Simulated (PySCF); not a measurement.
Correlation energy of Al (aluminium, neutral)

[Ne] 3s2 3p1, 2P determinant. Calculation: PySCF 2.14, in cc-pVTZ-DK (5s4p2d1f, 34 functions); the spin-free X2C one-electron Hamiltonian (Gaussian nucleus). Frozen: [Ne]; 3 electrons correlated.

MP2 pair energies summed by pair of shells (mhartree):

```csv
pair,energy,share (%)
3s-3s,-20.49,57.2
3s-3p,-15.35,42.8
```

Total MP2 correlation energy: -35.84 mhartree.

Same-spin part -2.54 and opposite-spin part -33.29 mhartree; SCS-MP2 scales them by 1/3 and 6/5 to -40.80 mhartree.

| level | correlation energy (mhartree) |
| --- | --- |
| CCSD | -50.95 |
| (T) | -1.14 |
| CCSD(T) | -52.09 |

Diagnostics: T1 = 0.018, D1 = 0.0402, largest double amplitude 0.100.

Cost of the coupled-cluster step: 0.16 s of wall time on 1 thread of Intel(R) Xeon(R) 6975P-C (shared host), for 3 correlated electrons.

Iterations:

```
CC2 = 0
CCSD nocc = (np.int64(2), np.int64(1)), nmo = (29, 29)
frozen orbitals [[0, 1, 2, 3, 4], [0, 1, 2, 3, 4]]
max_cycle = 100
direct = 0
conv_tol = 1e-08
conv_tol_normt = 1e-06
diis_space = 8
diis_start_cycle = 0
Init t2, MP2 energy = -0.0358366920910865
Init E_corr(UCCSD) = -0.035836692096651
cycle = 1  E_corr(UCCSD) = -0.0449785231201293  dE = -0.00914183102  norm(t1,t2) = 0.0599993
cycle = 2  E_corr(UCCSD) = -0.0482320198431571  dE = -0.00325349672  norm(t1,t2) = 0.0276378
cycle = 3  E_corr(UCCSD) = -0.0509228109224586  dE = -0.00269079108  norm(t1,t2) = 0.0140757
cycle = 4  E_corr(UCCSD) = -0.0509192335913041  dE = 3.57733115e-06  norm(t1,t2) = 0.0022245
cycle = 5  E_corr(UCCSD) = -0.0509537371903101  dE = -3.4503599e-05  norm(t1,t2) = 0.000338236
cycle = 6  E_corr(UCCSD) = -0.0509414003551765  dE = 1.23368351e-05  norm(t1,t2) = 7.69274e-05
cycle = 7  E_corr(UCCSD) = -0.0509471284949394  dE = -5.72813976e-06  norm(t1,t2) = 2.64248e-05
cycle = 8  E_corr(UCCSD) = -0.0509456697352842  dE = 1.45875966e-06  norm(t1,t2) = 8.35947e-06
cycle = 9  E_corr(UCCSD) = -0.0509456083727333  dE = 6.13625509e-08  norm(t1,t2) = 1.06601e-06
cycle = 10  E_corr(UCCSD) = -0.0509456637046166  dE = -5.53318833e-08  norm(t1,t2) = 3.67433e-07
cycle = 11  E_corr(UCCSD) = -0.0509456658596335  dE = -2.15501684e-09  norm(t1,t2) = 7.14724e-08
UCCSD converged
E(UCCSD) = -242.3653471653084  E_corr = -0.05094566585963346
UCCSD(T) correction = -0.00113898081233814
```
